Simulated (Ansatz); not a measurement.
Single points on tri-p-tolylsulfonium bromide (C₂₁H₂₁BrS).

```yaml
crystal:
  periodic: [false, false, false]
  atoms:
    - {symbol: C, position_ang: [4.750535, 0.058009, -3.140066]}
    - {symbol: C, position_ang: [3.734811, 0.011112, -2.027936]}
    - {symbol: C, position_ang: [3.929932, -0.821297, -0.903327]}
    - {symbol: C, position_ang: [3.021294, -0.835367, 0.158528]}
    - {symbol: C, position_ang: [1.881668, -0.018570, 0.086146]}
    - {symbol: S, position_ang: [0.719953, -0.169558, 1.454389]}
    - {symbol: C, position_ang: [-0.428400, -1.440053, 0.722973]}
    - {symbol: C, position_ang: [-1.418729, -1.910552, 1.604369]}
    - {symbol: C, position_ang: [-2.272314, -2.942196, 1.203480]}
    - {symbol: C, position_ang: [-2.142813, -3.545832, -0.067828]}
    - {symbol: C, position_ang: [-3.057003, -4.671293, -0.478677]}
    - {symbol: C, position_ang: [-1.128684, -3.073699, -0.921852]}
    - {symbol: C, position_ang: [-0.269810, -2.029748, -0.538201]}
    - {symbol: C, position_ang: [-0.400595, 1.261081, 1.330293]}
    - {symbol: C, position_ang: [-1.429199, 1.295375, 0.371806]}
    - {symbol: C, position_ang: [-2.288631, 2.400645, 0.333240]}
    - {symbol: C, position_ang: [-2.153207, 3.468027, 1.245246]}
    - {symbol: C, position_ang: [-3.064731, 4.665664, 1.178314]}
    - {symbol: C, position_ang: [-1.124560, 3.390141, 2.206375]}
    - {symbol: C, position_ang: [-0.243129, 2.302801, 2.256630]}
    - {symbol: C, position_ang: [1.651160, 0.814651, -1.013188]}
    - {symbol: C, position_ang: [2.586666, 0.825891, -2.059380]}
    - {symbol: H, position_ang: [4.286466, 0.331495, -4.108843]}
    - {symbol: H, position_ang: [5.533052, 0.818576, -2.925636]}
    - {symbol: H, position_ang: [5.268089, -0.914382, -3.263225]}
    - {symbol: H, position_ang: [4.825620, -1.460056, -0.849700]}
    - {symbol: H, position_ang: [3.204626, -1.450106, 1.051211]}
    - {symbol: H, position_ang: [-1.527368, -1.459221, 2.604092]}
    - {symbol: H, position_ang: [-3.054452, -3.294910, 1.894850]}
    - {symbol: H, position_ang: [-2.912294, -5.561611, 0.169061]}
    - {symbol: H, position_ang: [-4.123531, -4.379032, -0.385518]}
    - {symbol: H, position_ang: [-2.877914, -4.983543, -1.525403]}
    - {symbol: H, position_ang: [-1.004042, -3.530728, -1.916533]}
    - {symbol: H, position_ang: [0.510378, -1.678367, -1.227856]}
    - {symbol: H, position_ang: [-1.572303, 0.464434, -0.332931]}
    - {symbol: H, position_ang: [-3.087393, 2.429610, -0.424644]}
    - {symbol: H, position_ang: [-3.228271, 5.110286, 2.179709]}
    - {symbol: H, position_ang: [-4.050912, 4.408429, 0.744188]}
    - {symbol: H, position_ang: [-2.622217, 5.460377, 0.539106]}
    - {symbol: H, position_ang: [-1.003963, 4.203756, 2.939489]}
    - {symbol: H, position_ang: [0.597956, 2.255791, 2.973243]}
    - {symbol: H, position_ang: [0.763302, 1.460976, -1.055132]}
    - {symbol: H, position_ang: [2.415956, 1.491222, -2.920561]}
    - {symbol: Br, position_ang: [2.804969, 1.241753, 2.839690]}
basis:
  gaussian: {orbitals: def2-TZVP, fitting: {mean_field: def2-universal-jkfit}, initial_orbitals: start.molden}
hamiltonian: {xc: {name: r2SCAN0}, dispersion: d4}
scf: {omitted_lower_state_checks: [starts]}
output: {orbitals: {seedname: orbitals}}
```

The file start.molden holds the orbitals of an earlier run on this structure, at another level or in another basis.

```sh
$ ansatz run in.yaml --threads 2 --pin off --events-out ev --progress --plain --max-ram 32768MiB --backend cuda --devices 0, --max-vram 18GiB
```

Shortened log:

```
Functional definition: r2SCAN0
2347 factors; integrals over basis functions are off by at most 3.6e-1 eV
mean field evaluation 1: about -102991.6947 eV, gradient 1.4e1 eV
mean field evaluation 2: about -102991.8330 eV, gradient 1.5e-1 eV
mean field evaluation 4: about -102991.8563 eV, gradient 2.9e-4 eV
mean field -102991.85633221 eV, -3784.8809098210 hartree, gradient 1.6e-5 eV, S^2 0.000000; 0 other end points of the search recorded, 0 dependent functions left out
reference -102991.85635282 eV, -3784.8809105785 hartree; 99, 99 occupied and 763, 763 virtual orbitals, 2347 factors
Total energy: -102992.49367050 eV, -3784.9043315713 hartree
Checks for a lower state left out: starts
```

It took 12 s on 2 threads of AMD EPYC 7R13 on a shared host and a share (18 GiB) of an NVIDIA H100 80GB HBM3.

Geometry: PBE-D4/def2-SVP.

Single mean-field runs in def2-TZVP are fitted with def2-universal-jkfit.
